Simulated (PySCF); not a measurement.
**SbCl: frontier orbitals**

PBE0 at R = 2.376 Å; Sb cc-pVDZ-PP with ECP28, Cl cc-pV(D+d)Z; scalar-relativistic core potentials (PySCF 2.14). State: ³Σ⁻ (triplet), unpaired electrons π ↑↑. Only the outer orbitals are listed, counted within each symmetry, core potentials removing the inner ones.

```
spin  orbital  occ.  ε (eV)  on Sb (%)            main shells (%)
   α       7σ     1  -22.60          8                    91 Cl s
   α       8σ     1  -15.66         84           84 Sb s, 10 Cl p
   α       9σ     1  -10.03         37   62 Cl p, 26 Sb p, 9 Sb s
   α       4π     1   -9.46         15           85 Cl p, 14 Sb p
   α       4π     1   -9.46         15           85 Cl p, 14 Sb p
   α       5π     1   -6.42         86           86 Sb p, 14 Cl p
   α       5π     1   -6.42         86           86 Sb p, 14 Cl p
   α      10σ     0   -1.81         81           76 Sb p, 20 Cl p
   α      11σ     0    5.49        100                    88 Sb s
   α      12σ     0    7.30         91                    81 Sb p
   β       7σ     1  -22.41          7                    92 Cl s
   β       8σ     1  -14.12         76           76 Sb s, 18 Cl p
   β       9σ     1   -9.58         42  58 Cl p, 22 Sb p, 18 Sb s
   β       4π     1   -9.05          7                    93 Cl p
   β       4π     1   -9.05          7                    93 Cl p
   β       5π     0   -2.97         94                    94 Sb p
   β       5π     0   -2.97         94                    94 Sb p
   β      10σ     0   -1.18         84           78 Sb p, 17 Cl p
```

Q: Which are the highest filled and the lowest empty level, where do they sit, and how wide is the gap?

A: Highest filled α 5π at -6.42 eV (in %: 86 Sb p, 14 Cl p); lowest empty β 5π at -2.97 eV (in %: 94 Sb p); the gap at PBE0 is 3.45 eV. Both belong to one degenerate shell, split only by its one-sided filling, so this is no excitation gap.

```json
{"bond order (Mayer)": "1.03", "⟨S²⟩": "2.004", "charge on Sb (Mulliken, basis-dependent)": "0.32", "charge on Sb (Löwdin, basis-dependent)": "0.26", "dipole moment (positive dipole means Sb(−)Cl(+))": "-2.53 D", "polarisability along the bond": "58.6 bohr³", "polarisability across the bond": "27.3 bohr³"}
```

Spin–orbit coupling is left out. The state was picked by a PBE0 search and need not be the measured ground state.
